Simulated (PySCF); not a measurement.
In(H)2(OEt) (C2H7InO), SMILES CC[O][InH2]. Atoms are numbered in the order given.

```xyz
11

In     0.0751    -0.8962     0.0000
H      1.7968    -0.8081     0.0000
H     -1.0545    -2.1920     0.0000
O     -0.9854     0.8166     0.0000
C     -0.6072     2.1631     0.0000
C      0.8934     2.4293     0.0000
H     -1.0553     2.6621     0.8845
H     -1.0553     2.6621    -0.8845
H      1.3772     1.9953     0.8917
H      1.0983     3.5125     0.0000
H      1.3772     1.9953    -0.8917
```

Geometry optimised at B3LYP-D3(BJ)/def2-SVP. The structure was generated by enumeration; whether it is a known compound was not checked. The def2 effective core potentials stand for the cores of In; spin–orbit coupling is left out. Other conformers were not sampled.

Computed with B3LYP-D3(BJ)/def2-SVP (PySCF).

Frequencies are harmonic and unscaled.

```tsv
mode	ν (cm⁻¹)	IR (km/mol)	Raman (Å⁴/amu)	depolarisation	moving atoms (share of kinetic energy)
1	38	4.8	4.2	0.75	H 64 %, O 18 %, C 17 %
2	137	5.1	0.7	0.07	C 47 %, H 19 %, O 18 %, In 16 %
3	152	3.1	9.7	0.75	H 74 %, O 23 %
4	311	0.9	0.3	0.75	H 89 %
5	381	14.9	12.3	0.65	H 74 %, C 18 %
6	458	60.0	14.6	0.48	H 42 %, C 27 %, O 20 %, In 10 %
7	515	82.0	0.1	0.75	H 97 %
8	517	71.5	9.4	0.07	O 62 %, H 22 %, C 8 %
9	571	124.4	11.6	0.75	H 94 %
10	798	0.2	0.9	0.75	H 92 %
11	904	19.2	12.5	0.73	H 47 %, C 37 %, O 16 %
12	1089	27.7	5.0	0.35	C 58 %, H 38 %
13	1160	0.8	0.0	–	H 60 %, C 38 %
14	1176	210.4	17.9	0.26	C 48 %, O 37 %, H 14 %
15	1297	0.2	10.2	0.75	H 92 %
16	1375	25.8	4.6	0.60	H 81 %, C 18 %
17	1405	57.0	5.1	0.67	H 74 %, C 25 %
18	1459	6.5	17.2	0.75	H 97 %
19	1465	1.3	27.5	0.75	H 96 %
20	1491	4.6	18.2	0.53	H 92 %
21	1793	103.4	213.8	0.19	H 99 %
22	1821	181.9	152.4	0.30	H 99 %
23	2957	121.6	264.8	0.11	H 95 %
24	2983	48.4	207.3	0.75	H 90 %, C 10 %
25	3014	14.7	132.9	0.03	H 97 %
26	3094	34.6	27.8	0.75	H 91 %, C 9 %
27	3103	39.6	108.3	0.59	H 91 %, C 9 %
```
